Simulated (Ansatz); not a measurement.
Gas-phase electronic energies from Ansatz, PBE0-D4/def2-TZVP geometries. CBS: MP2 limit from def2 TZ/QZ plus the TZ coupled-cluster correction, frozen cores. This one scheme is used for every species. Functionals use def2-TZVPP. One conformer a species, not always the lowest.

Consider the ligand exchange at the Al–O bond: `[AlH2][O][SiH2][AlH2]` + `[NH2][AlH2]` → `[AlH2][NH][AlH2]` + `O[SiH2][AlH2]`.

`[AlH2][O][SiH2][AlH2]`:

```xyz
10

Al    2.344   -0.974    0.044
O     0.995    0.008    0.239
Si   -0.314    0.966    0.441
Al   -2.335   -0.016   -0.574
H     2.617   -2.085    1.133
H     3.259   -0.736   -1.222
H    -0.036    2.315   -0.144
H    -0.528    1.209    1.903
H    -3.736    0.734   -0.494
H    -2.266   -1.419   -1.325
```

`[NH2][AlH2]`:

Cartesian coordinates in Å:
```
N -0.718 -0.603 0.031
Al 0.634 0.532 -0.027
H -1.428 -0.689 -0.678
H -0.890 -1.256 0.778
H 0.745 1.488 -1.285
H 1.657 0.528 1.181
```

`[AlH2][NH][AlH2]`:

Z-matrix (Å, degrees):
```
Al
N 1 1.786
H 1 1.585 2 118.9
H 1 1.582 2 117.7 3 180.0
Al 2 1.786 1 129.5 3 179.9
H 2 1.014 1 115.2 3 -0.1
H 5 1.585 2 118.9 1 179.9
H 5 1.582 2 117.7 1 -0.1
```

`O[SiH2][AlH2]`:

Cartesian coordinates in Å:
```
O -0.007 -0.232 1.845
Si -0.186 -0.695 0.261
Al 0.304 1.225 -1.196
H -0.172 -0.898 2.515
H 0.712 -1.855 -0.050
H -1.570 -1.217 0.020
H 0.216 1.023 -2.772
H 0.703 2.650 -0.622
```

CCSD(T)/CBS gives +62.6 kJ/mol.

Question: Another level gave +70.3 kJ/mol. Which?
A. BHLYP-D4/def2-TZVPP
B. PBE-QIDH/def2-TZVPP
C. BLYP-D4/def2-TZVPP
D. revPBE-D4/def2-TZVPP

Answer: A. BHLYP-D4 70.3, PBE-QIDH 61.5, revPBE-D4 57.5, BLYP-D4 65.7 kJ/mol.

Question: What do rigid-rotor, harmonic-oscillator terms from PBE0-D4/def2-TZVP frequencies (298.15 K, 1 bar) make of the CCSD(T)/CBS value? (Best estimate.)

Answer: Ansatz gave: ΔZPE = -0.1 kJ/mol, ΔH = +61.0 kJ/mol, ΔS = -21 J/(mol·K), ΔG = +67.3 kJ/mol. Modes under 50 cm⁻¹ make the entropy rough.

Largest T1 diagnostic among the species: 0.013.

In def2-TZVPP, CCSD(T) changes the Hartree–Fock value by −12.3 kJ/mol (the triples alone add −2.4 kJ/mol) and MP2 by −12.2 kJ/mol. From BLYP to BHLYP (50 % exact exchange), in def2-TZVPP and without D4, ΔE moves by +4.1 kJ/mol.
